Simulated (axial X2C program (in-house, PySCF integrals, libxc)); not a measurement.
LiZn: from the spin-free to the two-component result

Calculated with an in-house relativistic program for diatomic molecules. Spin-free means the one-electron spin-free X2C Hamiltonian; two-component (2c) means X2C with spin–orbit coupling and atomic mean-field two-electron Coulomb and Gaunt terms, so the difference of the two also holds small scalar two-electron terms. Basis: Zn dyall-cv3z [9s10p6d3f2g], Li dyall-cv3z [7s8p2d] (cores contracted in-house); Gaussian nuclei, density fitting, unrestricted open shells. Masses: Zn 63.929 u, Li 7.016 u.

Spin-free state: M_S = 1/2, Λ = 0 (beyond evenly filled blocks: σα); fragments Zn + Li.

```csv
level,Re (Å),ωe (cm⁻¹),De (eV),μ (D)
PBE0,2.933,163.1,0.179,0.40
CCSD,3.143,102.3,0.069,n/a
CCSD(T),3.124,104.7,0.069,n/a
BHandHLYP,2.987,142.4,0.098,0.32
```

Correlated methods: 13 electrons correlated (number of frozen shells: Zn 3 s, 2 p; Li 1 s), 221 virtual spin orbitals or spinors in MP2, 90 natural virtuals in coupled cluster.

Dipoles are positive if Li is the positive end.

Two-component determinant lowest at the distance of the search:

Ω = 1/2 (⟨Sz⟩ = 0.50, ⟨Lz⟩ = 0.00 at HF); fragments Zn + Li.

| level | Re (Å) | ωe (cm⁻¹) | De (eV) | μ (D) |
| --- | --- | --- | --- | --- |
| PBE0 | 2.934 | 163.0 | 0.178 | 0.39 |
| CCSD | 3.147 | 101.7 | 0.068 | n/a |
| CCSD(T) | 3.129 | 103.9 | 0.068 | n/a |
| BHandHLYP | 2.988 | 142.2 | 0.097 | 0.32 |

(1) From the two tables, how do the constants change at the CCSD(T) level (2c against spin-free)?

Occupations by symmetry block were frozen at the best pattern of an incomplete PBE0 search. De is counted from the lowest determinant-based energies of the atoms at the same level, without counterpoise correction. Density functionals use the spin component along the axis (collinear). Coupled cluster ran in a truncated set of natural virtual spinors; the MP2 energy of the rest was added. (T) has no such correction and the atoms are truncated less, which lowers De at CCSD(T) by a hundredth of an eV or more.

Results:

(1) At the CCSD(T) level Re rises by 0.005 Å and ωe falls by 0.8 cm⁻¹; De changes by -0.001 eV.
